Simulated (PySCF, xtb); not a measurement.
C5H10Si, SMILES C(=C\C)/[SiH2]C=C.

GFN2-xTB run with xtb at its own geometry gives an orbital gap of 4.27 eV and a dipole moment of 0.79 D.

Geometry: B3LYP-D3(BJ)/def2-SVP. The structure was generated by enumeration; whether it is a known compound was not checked. The values are those of a single conformer.

Question: What does PySCF with PBE0/def2-TZVP give? (An estimate is asked for; the answer gives what the named calculation found.)

Answer: gap 6.87 eV (levels -7.41 and -0.54 eV), dipole 1.10 D.
